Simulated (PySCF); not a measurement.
Harmonic spectrum computed at PBE in the def2-TZVP basis family (core potentials from Rb on, PySCF, no spin–orbit coupling):

```tsv
symmetry	ω (cm⁻¹)	IR (km/mol, summed over degenerate members)
t2	1286	49.3
e	1509	0.0
a1	2976	0.0
t2	3091	59.3
```

Problem. Which molecule gave it? In each, all ligands are bound to the one heavy central atom.
A. GeH₄ (singlet)
B. TeH₄ (singlet)
C. CH₄ (singlet)
D. ZrH₄ (singlet)
E. SiH₄ (singlet)

Solution. C. It has Td symmetry with C–H 1.096 Å (×4).
